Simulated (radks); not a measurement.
Results of a calculation; reference values are marked as such.
Dy, 66 electrons, occupied as [Xe] 4f10 6s2. Level of theory: Dirac Kohn-Sham, exchange-only LDA, spin-unpolarised, spherical densities, finite nucleus; open shells are shared between the two j in proportion to 2j + 1; Fermi nuclear charge, rms radius 5.2218 fm (a radial shooting solver on a logarithmic mesh with Libxc functionals). Some entries of the table are withheld. Estimate them.

orbital,occ.,eigenvalue (hartree),<1/r> (bohr^-1)
1s1/2,2,(1),74.49
2s1/2,2,-327.4621,17.84
2p1/2,2,-311.5844,17.83
2p3/2,4,-282.2135,15.61
3s1/2,2,-72.82779,6.516
3p1/2,2,-65.87735,6.436
3p3/2,4,-59.78100,5.871
3d3/2,4,(2),5.756
3d5/2,6,(3),5.617
4s1/2,2,-14.34419,(4)
4p1/2,2,-11.60234,2.622
4p3/2,4,-10.23274,2.426
4d3/2,4,-5.70653,2.206
4d5/2,6,-5.45856,2.157
5s1/2,2,(5),1.025
5p1/2,2,(6),0.8958
5p3/2,4,(7),0.8239
6s1/2,2,-0.11305,0.3020
4f5/2,4.28571,-0.09240,1.564
4f7/2,5.71429,-0.06019,1.536
6p1/2,0,-0.02758,0.2067
6p3/2,0,-0.02081,0.1890
5d3/2,0,-0.01995,0.3872
5d5/2,0,-0.01382,0.3621

Answer. 
(1) 1s1/2 eigenvalue (hartree): -1967.511
(2) 3d3/2 eigenvalue (hartree): -47.77610
(3) 3d5/2 eigenvalue (hartree): -46.44359
(4) 4s1/2 <1/r> (bohr^-1): 2.729
(5) 5s1/2 eigenvalue (hartree): -1.75352
(6) 5p1/2 eigenvalue (hartree): -1.01472
(7) 5p3/2 eigenvalue (hartree): -0.84147
